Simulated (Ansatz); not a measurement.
C2H4ClGe, SMILES `C=[CH][GeH][Cl]` radical. Total charge 0; spin multiplicity 2. The structure was optimised at the PBE0-D4/def2-TZVP level. It is one conformer, not always the lowest.

```xyz
8

C    -0.620   -1.129    0.389
C    -0.515   -0.151   -0.507
Ge    0.437    1.494   -0.184
Cl    1.671    1.221    1.571
H    -1.191   -2.029    0.182
H    -0.129   -1.074    1.356
H    -1.032   -0.229   -1.461
H     1.378    1.898   -1.346
```

(1) What is the dipole moment at ωB97M-V/def2-TZVPP? (An estimate is asked.)

(2) And with PBE, r2SCAN, B3LYP? (Best estimate.)

(3) Give the Mulliken charges with ωB97M-V, PBE, B3LYP in def2-TZVPP. (Estimate.)

Results:

(1) The calculation gave: 2.18 D, with components (-1.48, -0.61, -1.48) D in this frame, pointing from negative to positive charge.

(2) Computed: PBE 2.04 D, r2SCAN 2.15 D, B3LYP 2.15 D.

(3) The calculation gave: 
```
atom  ωB97M-V    PBE  B3LYP
  C1    -0.16  -0.15  -0.17
  C2    -0.22  -0.17  -0.19
 Ge3     0.31   0.30   0.34
 Cl4    -0.28  -0.28  -0.31
  H5     0.12   0.11   0.12
  H6     0.10   0.09   0.10
  H7     0.11   0.10   0.11
  H8     0.03   0.00   0.00
```

B3LYP here is the variant with VWN-RPA as its local correlation; programs differ in this.
